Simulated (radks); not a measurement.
All-electron atom: Sr I in [Kr] 5s2. All-electron calculation, Dirac Kohn-Sham, Wu-Cohen GGA, spin-unpolarised, spherical densities, finite nucleus; Fermi nuclear charge, rms radius 4.224 fm. Program: a radial shooting solver on a logarithmic mesh with Libxc functionals.

Unscreened Slater integrals over Kohn-Sham orbitals (hartree). Large and small components are both included. Empty in this configuration: 4d3/2.

F0(5s1/2,5s1/2): 0.20951
F0(5s1/2,4p3/2): 0.26529
G1(5s1/2,4p3/2): 0.017831
F0(5s1/2,4p1/2): 0.26582
G1(5s1/2,4p1/2): 0.016865
F0(5s1/2,4s1/2): 0.26867
G0(5s1/2,4s1/2): 0.010179
F0(5s1/2,4d3/2): 0.22776
G2(5s1/2,4d3/2): 0.083408
F0(4p3/2,4p3/2): 0.57183
F2(4p3/2,4p3/2): 0.29902
F0(4p3/2,4p1/2): 0.57803
G2(4p3/2,4p1/2): 0.30192
F0(4p3/2,4s1/2): 0.61232
G1(4p3/2,4s1/2): 0.40840
F0(4p3/2,4d3/2): 0.35241
F2(4p3/2,4d3/2): 0.13704
G1(4p3/2,4d3/2): 0.15254
G3(4p3/2,4d3/2): 0.090403
F0(4p1/2,4p1/2): 0.58447
F0(4p1/2,4s1/2): 0.62016
G1(4p1/2,4s1/2): 0.41782
F0(4p1/2,4d3/2): 0.35397
G1(4p1/2,4d3/2): 0.14890
F0(4s1/2,4s1/2): 0.66383
F0(4s1/2,4d3/2): 0.36239
G2(4s1/2,4d3/2): 0.094191
F0(4d3/2,4d3/2): 0.26749
F2(4d3/2,4d3/2): 0.12119
